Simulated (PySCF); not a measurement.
How methods differ on the excitation energy of In

In [Kr] 4d10 5s2 5p1 (2P) → In [Kr] 4d10 5s1 5p2 (4P), as a difference of total energies. Computed with PySCF 2.14 in def2-QZVPPD with the def2 core potential (28 electrons) (8s6p5d4f1g, 88 functions), with a scalar-relativistic core potential. Correlated levels: valence: 4s2 4p6 4d10 frozen. The calculations carry no spin-orbit coupling.

Question: Order these methods by the excitation energy they give, lowest first.
A. CCSD(T) (valence)
B. MP2 (valence)
C. CCSD (valence)
D. SCS-MP2 (valence)

Answer: B (3.550 eV), C (3.741 eV), A (3.761 eV), D (3.804 eV).

Errors of the correlated levels include the incompleteness of this basis and the frozen core.

For comparison: 4.350 eV (measured; NIST levels, between the centres of gravity of the two terms).
